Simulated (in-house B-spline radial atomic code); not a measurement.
## Ionising Mn⁵⁺ with different functionals

Computed with a B-spline radial code for spherical atoms: scalar-relativistic (spin-free X2C) Hamiltonian, Fermi nucleus of rms radius 3.7057 fm, spin-polarised at highest spin, spherical fractional occupations for the functionals, the average over the highest-spin determinants for Hartree-Fock. The ionisation energy is the difference of two self-consistent energies, [Ar] 3d2 → [Ar] 3d1, without Breit or QED terms; ε is the level of the shell that loses the electron (its least bound occupied spin orbital).

Hybrids are left out here: with spherical fractional occupations of an open shell their exact exchange keeps a self-interaction that integer-occupation calculations don't have.

```
           method          rung  ΔSCF (eV)  -ε(3d) (eV)
     Hartree-Fock  Hartree-Fock      93.90        95.36
         LDA VWN5           LDA      95.53        83.99
         LDA PW92           LDA      95.52        83.98
LDA exchange-only           LDA      93.74        82.27
              PBE           GGA      95.27        83.75
           PBEsol           GGA      95.24        83.72
             BLYP           GGA      95.22        83.68
             RPBE           GGA      95.20        83.68
             PW91           GGA      95.41        83.88
             BP86           GGA      95.31        83.78
             AM05           GGA      95.26        83.73
             OLYP           GGA      95.73        84.20
             TPSS      meta-GGA      95.08        83.59
             SCAN      meta-GGA      94.98        83.65
           r2SCAN      meta-GGA          ?            ?
          revTPSS      meta-GGA          ?            ?
```

Q: What does r2SCAN give?

A: ΔSCF 95.06 eV, and -ε(3d) = 83.72 eV.

Q: What does revTPSS give?

A: ΔSCF 94.92 eV, and -ε(3d) = 83.46 eV.

Q: How do they compare with the NIST value?

A: NIST lists 95.60 eV ± 0.025 (measured, ground level to ground level). Errors run from -1.87 to +0.13 eV; LDA VWN5 is closest (-0.07 eV), though others lie within the uncertainty of it, and part of that can be cancellation, since the calculations leave out spin-orbit coupling, Breit-QED terms, multiplet and fine-structure energies. Hartree-Fock also lacks correlation.
